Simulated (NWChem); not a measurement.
# BeHSF; SMILES [Be]([SH])[F]

```xyz
4

Be     0.0215    -0.6730     0.0000
F      0.0192    -2.0491     0.0000
S      0.0641     1.2366     0.0000
H     -1.2849     1.3479     0.0000
```
Atoms are numbered in this order, from 1.

Computed with NWChem. The geometry was optimised at B3LYP/6-31G* (spherical d). Vertical excitations in the gas phase.

**Question.** Predict the results for LRC-wPBEh/def2-SVPD, TDA. Quantities: lowest excitation, singlet (eV); oscillator strength of that lowest state; lowest state with f > 0.02, singlet (eV); oscillator strength of that bright state; orbital gap (eV).

**Answer.** The lowest excitation, singlet (eV) is 6.00, the oscillator strength of that lowest state is 0.017 and the lowest state with f > 0.02, singlet (eV) is 6.27. The oscillator strength of that bright state comes out as 0.064 and the orbital gap (eV) is 10.69.
